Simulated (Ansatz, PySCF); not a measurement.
Caution: the highest occupied level lies above zero, so the state may not be bound. This singlet lies 0.67 eV below the relaxed triplet at the level frozen-core CCSD(T)/aug-cc-pVTZ // B3LYP-D3(BJ)/def2-TZVPD (Ansatz, an electronic-structure program).

B3LYP has the VWN-RPA correlation part, as in Gaussian. 

Cartesian coordinates (Å):
```xyz
4

B      0.5113     0.1867    -0.4228
O     -0.6246    -0.1478     0.3412
H      1.4974    -0.1404     0.2646
H     -1.3841     0.1014    -0.1830
```
Charge -1, spin multiplicity 1.

What HOMO and total energy does PySCF with B3LYP-D3(BJ)/def2-TZVPD give?


```
Item                 Value
------------  ------------
HOMO               1.57 eV
total energy  -101.2876 Ha
```
